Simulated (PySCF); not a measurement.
C3H10FOSi2 (doublet state).
Structure used (GFN2-xTB), in Å, numbered top down from 1:
```
atom  x, y, z in Å
C1    -1.4142   -0.7811    1.0113
C2    -0.8417   -0.3166   -0.3272
C3    -1.8820    0.4971   -1.0903
Si4    0.7558    0.6919   -0.1102
O5     1.8129   -0.2893    0.6521
Si6    3.2920   -0.5613    1.2230
F7     4.0013    0.8830    1.4048
H8    -0.6844   -1.3766    1.5554
H9    -1.6870    0.0733    1.6277
H10   -2.3077   -1.3867    0.8580
H11   -0.6199   -1.2121   -0.9192
H12   -2.1504    1.3917   -0.5323
H13   -1.4975    0.8076   -2.0592
H14   -2.7884   -0.0853   -1.2528
H15    0.5602    1.8638    0.7418
H16    1.3442    1.0556   -1.4010
H17    4.0998   -1.2429    0.2345
```

The hyperfine couplings belong to this conformer and change with its torsions.

The species is `CC(C)[SiH2]O[SiH]F` [radical].

Level of theory: UKS B3LYP, pcH-1 on C F H O Si, non-relativistic, mean-field spin-orbit, GIAO in PySCF. Isolated species at its GFN2-xTB geometry (one conformer only). Couplings are sensitive to structure, and on GFN2-xTB geometries they can be far from those on DFT ones, by a factor of two or more for some ions and for spin on atoms past the first row. Stability of the SCF solution: not tested.

(1) Predict the first-order ENDOR lines of F7 and H15/H16 under fast tumbling at B = 347.7 mT (X band).

(2) Which pairs are centred on the nuclear Larmor frequency, and which on half the coupling?

Answers

(1) ν± = |νn ± a/2|, one line for each electron-spin manifold; νn = |g_N| × 7.62259 MHz/T × B.

```
 nuclei  isotope     g_N  νn (MHz)  a_iso (MHz)  lower line (MHz)  upper line (MHz)
     F7      19F  5.2577     13.93       183.13             77.63            105.50
H15/H16       1H  5.5857     14.80         2.92             13.34             16.26
```

(2) Centred on νn, since |a| < 2νn: H15/H16. Centred on |a|/2 and split by 2νn: F7.

Couplings of abundant isotopes left out: H17 (248.7 MHz).

Nuclei that the bonding pattern makes equivalent are averaged, as if the motion that swaps them (rotation, inversion, ring flip) were fast. The 1H value of +2.9 MHz is a mean of couplings from -1.1 to 7.0 MHz in this one geometry, not an average over conformers.

The largest Mulliken spin populations are on Si6 (+0.79) and H17 (+0.12). Si6 is the only atom above +0.15. The angles at Si6 add up to 322.1°, so it is pyramidal.
